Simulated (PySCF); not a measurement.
# CuO2: fields on a plane

Level of theory: UPBE0 in PySCF with Cu def2-TZVP, O def2-TZVP; no relativity; density-fitted integrals.

The quartet minimum has Cu–O 1.738 Å (×2); O–Cu–O 180.0°.

The plane holds Cu1 at (0.00, 0.00), O2 at (1.74, 0.00), O3 at (-1.74, 0.00) Å. Columns run from x = -3.75 to 4.05 Å, rows from y = 2.25 (top) to -1.95 Å, in steps of 0.3 Å. Other isomers or separated fragments may lie lower.

Give the electron localisation function (set to 0 where the density is under 0.005 e/Å³). Every second row and column.


```
0.00 0.00 0.00 0.00 0.00 0.00 0.00 0.00 0.00 0.00 0.00 0.00 0.00 0.00
0.00 0.00 0.09 0.13 0.12 0.15 0.16 0.16 0.13 0.13 0.12 0.00 0.00 0.00
0.00 0.15 0.50 0.64 0.57 0.18 0.17 0.14 0.40 0.63 0.61 0.33 0.00 0.00
0.00 0.41 0.85 0.89 0.88 0.12 0.71 0.35 0.68 0.84 0.91 0.68 0.15 0.00
0.00 0.48 0.89 0.28 0.83 0.13 0.22 0.69 0.74 0.20 0.92 0.75 0.19 0.00
0.00 0.29 0.72 0.84 0.79 0.13 0.30 0.16 0.57 0.83 0.81 0.53 0.00 0.00
0.00 0.00 0.26 0.35 0.29 0.20 0.18 0.19 0.24 0.34 0.33 0.15 0.00 0.00
0.00 0.00 0.00 0.00 0.04 0.07 0.09 0.08 0.05 0.00 0.00 0.00 0.00 0.00
```

Give the electrostatic potential (V) (cut at 20 V). Lower edges of the bins (V): '0' -1.22, '1' -1.09, '2' -0.90, '3' -0.58, '4' -0.08, '5' 0.71, '6' 1.96, '7' 3.95, '8' 7.10, '9' 12.09; top 20.0.


```
333333344444554444433333333
333333344445555444433333333
333333334455555544333333333
332222334556666554332222333
322123455567887655543212233
221135777789999877775311223
210148999899999989998410123
210169999999999999999610123
210169999999999999999610123
210148999899999989998410123
221135777789999877775311223
322123455567887655543212233
332222334556666554332222333
333333334455555544333333333
333333344445555444433333333
```

Other spin states or occupations of the open shell can lie lower.
